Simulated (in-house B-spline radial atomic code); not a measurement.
## Ionising Hg IV (Hg3+) with different functionals

Computed with an all-electron radial atomic-structure program (B-spline basis): scalar-relativistic (spin-free X2C) Hamiltonian, Fermi nucleus of rms radius 5.4648 fm, spin-polarised at highest spin, spherical fractional occupations for the functionals, and exact exchange of hybrids averaged over the configuration. The ionisation energy is the difference of two self-consistent energies, [Xe] 4f14 5d9 → [Xe] 4f14 5d8, without Breit or QED terms; ε is the level of the shell that loses the electron (its least bound occupied spin orbital). There is no spin-orbit coupling in this Hamiltonian.

| method | rung | ΔSCF (eV) | -ε(5d) (eV) |
| --- | --- | --- | --- |
| PBE0 | global hybrid | ? | ? |
| B3LYP | global hybrid | 49.11 | 43.70 |
| TPSSh | global hybrid | 49.01 | 42.79 |
| BHandHLYP | global hybrid | 48.81 | 45.90 |
| r2SCAN0 | global hybrid | 49.13 | 44.20 |
| B97-1 | global hybrid | ? | ? |
| HSE06 | range-separated hybrid | 48.99 | 43.59 |
| wB97X | range-separated hybrid | 48.79 | 46.48 |
| CAM-B3LYP | range-separated hybrid | 49.04 | 45.55 |
| LC-wPBE | range-separated hybrid | 48.89 | 46.85 |

Task: What does PBE0 give?

Result: ΔSCF 49.02 eV, and -ε(5d) = 44.04 eV.

Task: What does B97-1 give?

Result: ΔSCF 49.03 eV, and -ε(5d) = 43.69 eV.

Task: Among the functionals, which spreads more, the ΔSCF values or the orbital energies?

Result: The orbital energies: ΔSCF values span about 0.34 eV and the orbital energies 4.06 eV; here energy differences depend much less on the functional than eigenvalues do.

Task: How do they compare with the NIST value?

Result: NIST lists 48.5 eV ± 0.15 (measured, ground level to ground level). Errors run from +0.24 to +0.58 eV; wB97X is closest (+0.24 eV), though others lie within the uncertainty of it, and part of that can be cancellation, since the calculations leave out spin-orbit coupling, Breit-QED terms, multiplet and fine-structure energies.
